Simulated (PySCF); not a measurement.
BaCl2, SMILES [Cl][Ba][Cl].

Geometry: B3LYP-D3(BJ)/def2-TZVP. The isomer is the one that the SMILES or the coordinates give; other isomers of the formula were not compared. The def2 effective core potentials stand for the cores of Ba; spin–orbit coupling is left out.

Two levels are set side by side: PBE/def2-TZVPD (PySCF) and HF/def2-TZVPD (PySCF). Same geometry, gas phase. Differences are taken from unrounded values.

```csv
quantity,HF,PBE,PBE minus HF
orbital gap (eV),10.12,3.83,-6.29
highest occupied level (eV),-10.63,-6.29,4.35
lowest empty level (eV),-0.52,-2.46,-1.94
dipole moment (D),7.90,7.02,-0.88
mean polarisability (bohr³),59.8,74.2,14.4
```

PBE's occupied levels lie high since its potential decays too fast outside the molecule; exact exchange lowers them and widens the gap. PBE's more diffuse valence density responds more strongly to a field. Differences between two approximate levels are no errors against the true value.

Rough cost on one machine, each run with all the roots and properties that it gave: HF against PBE about 1/3.
